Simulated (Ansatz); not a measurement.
One change: `[BH2][GaH][F]` becomes `[F][GaH][Cl]`.

Ansatz, PBE0-D4/def2-TZVP geometries, multiplicity 1. 

Outer-core shells of Ga are correlated without core-valence functions. Scalar relativity is left out up to krypton. Spin–orbit coupling is left out.

```tsv
property	`[BH2][GaH][F]`
LUMO energy (PBE/def2-TZVPP) / eV	-3.78
LUMO energy (ωB97M-V/def2-TZVPP) / eV	-0.77
vertical ionisation energy (CCSD(T)/def2-TZVPP) / eV	10.54
size of the dipole moment (B3LYP/def2-TZVPP) / D	2.62
HOMO–LUMO gap (PBE0/def2-TZVPP) / eV	5.28
HOMO energy (B3LYP/def2-TZVPP) / eV	-7.84
```

Problem. Give the same properties after the change, and the shifts. (Estimate.)

Solution. Ansatz gave: 
```json
{"property": "LUMO energy (PBE/def2-TZVPP) / eV", "`[F][GaH][Cl]`": "-2.33", "shift": "1.45"}
{"property": "LUMO energy (ωB97M-V/def2-TZVPP) / eV", "`[F][GaH][Cl]`": "0.18", "shift": "0.95"}
{"property": "vertical ionisation energy (CCSD(T)/def2-TZVPP) / eV", "`[F][GaH][Cl]`": "11.99", "shift": "1.45"}
{"property": "size of the dipole moment (B3LYP/def2-TZVPP) / D", "`[F][GaH][Cl]`": "2.11", "shift": "-0.51"}
{"property": "HOMO–LUMO gap (PBE0/def2-TZVPP) / eV", "`[F][GaH][Cl]`": "7.81", "shift": "2.53"}
{"property": "HOMO energy (B3LYP/def2-TZVPP) / eV", "`[F][GaH][Cl]`": "-9.08", "shift": "-1.24"}
```

With PBE0 the HOMO falls by 1.34 eV and the LUMO rises by 1.20 eV, so the gap widens by about 2.54 eV. PBE moves the HOMO by -1.15 eV and ωB97M-V by -1.45 eV. The zero-point energy changes by -47.6 kJ/mol with -6 modes. Dipoles are sizes alone; their direction can turn.

B3LYP here is the variant with VWN-RPA as its local correlation; programs differ in this.
